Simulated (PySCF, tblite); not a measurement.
Rigid-rotor lines calculated for a species of formula C7H15NSi (commonest isotopes; PBE0/pcSseg-1 in PySCF (dipole) on a GFN2-xTB geometry, gas phase), labelled J(Ka,Kc):

```tsv
transition	MHz
2(1,1) ← 1(1,0)	3265.7
2(0,2) ← 1(0,1)	3029.5
2(1,2) ← 1(1,1)	2858.5
1(1,1) ← 0(0,0)	2374.5
1(0,1) ← 0(0,0)	1531.0
```

(1) Find the rotational constants.

(2) What moments of inertia, asymmetry and inertial defect follow?

(3) Which dipole components do these lines need?

(4) Predict further lines from these constants: 2(2,1) ← 2(1,2); 2(2,0) ← 2(1,1); 2(2,1) ← 1(1,0); 2(1,1) ← 2(1,2); 2(2,1) ← 2(1,1); 2(1,1) ← 2(0,2); 2(1,1) ← 1(0,1); 1(1,1) ← 1(0,1); 2(0,2) ← 1(1,1); 2(2,0) ← 1(1,1); 2(2,1) ← 1(1,1); 2(2,0) ← 1(1,0); 2(1,2) ← 1(0,1); 1(1,0) ← 1(0,1).

(5) Which structure gave them?

## Answers

(1) 1(0,1) ← 0(0,0) is B + C, 2(1,1) ← 1(1,0) is 3B + C and 2(1,2) ← 1(1,1) is B + 3C, so B − C is half the difference of the last two, 203.6 MHz. 1(1,1) ← 0(0,0) is A + C. A = 1710.8, B = 867.3, C = 663.7 MHz.

(2) I = 505379 MHz·u·Å² over each constant: Ia = 295.41, Ib = 582.69, Ic = 761.43 u·Å²; κ = (2B − A − C)/(A − C) = -0.611 (asymmetric top); Δ = Ic − Ia − Ib = -116.67 u·Å².

(3) μa and μb (a-type: ΔKa even, ΔKc odd; b-type: both odd). The calculation gives |μa| = 0.76 D, |μb| = 0.52 D, |μc| = 0.17 D.

(4) 
```
     transition   MHz  type  branch
2(1,1) ← 2(1,2)   611     a       Q
1(1,1) ← 1(0,1)   843     c       Q
1(1,0) ← 1(0,1)  1047     b       Q
2(1,1) ← 2(0,2)  1283     b       Q
2(0,2) ← 1(1,1)  2186     b       R
2(2,1) ← 2(1,1)  2530     c       Q
2(2,0) ← 2(1,1)  2563     b       Q
2(2,1) ← 2(1,2)  3141     b       Q
2(1,2) ← 1(0,1)  3702     b       R
2(1,1) ← 1(0,1)  4313     c       R
2(2,1) ← 1(1,0)  5796     b       R
2(2,0) ← 1(1,0)  5829     c       R
2(2,1) ← 1(1,1)  6000     c       R
2(2,0) ← 1(1,1)  6032     b       R
```

(5) `CN([C@H]([SiH2]C)C#CC)C`, point group C1. Three constants can't fix a structure by themselves; this is the one that was computed:
```
atom  x, y, z in Å
C1     2.647   -2.667   -0.876
C2     1.846   -1.547   -0.426
C3     1.222   -0.592   -0.053
C4     0.360    0.489    0.388
Si5    0.259    1.895   -0.923
C6    -1.105    3.099   -0.392
N7    -0.978    0.045    0.787
C8    -1.662   -0.693   -0.252
C9    -0.956   -0.706    2.025
H10    2.094   -3.250   -1.613
H11    2.903   -3.314   -0.036
H12    3.568   -2.306   -1.335
H13    0.814    0.930    1.286
H14    1.571    2.555   -0.960
H15   -0.001    1.356   -2.266
H16   -2.031    2.575   -0.175
H17   -0.822    3.645    0.504
H18   -1.304    3.828   -1.170
H19   -1.699   -0.095   -1.161
H20   -2.684   -0.890    0.075
H21   -1.176   -1.652   -0.486
H22   -0.393   -1.648    1.942
H23   -0.505   -0.098    2.809
H24   -1.981   -0.938    2.316
```

The values belong to one conformer (point group C1) with, in the numbering `[CH3:1][C:2]#[C:3][C@@H:4]([SiH2:5][CH3:6])[N:7]([CH3:8])[CH3:9]`, C3–C4–Si5–C6 170°, C3–C4–N7–C8 -56°. Its lowest GFN2-xTB frequency is 7 cm⁻¹, too small to tell a flat minimum from a shallow saddle. Zero-point vibration and centrifugal distortion are left out. A rigid rotor knows nothing of internal rotation, which can split or shift real lines. Quadrupole hyperfine structure (14N) is left out.
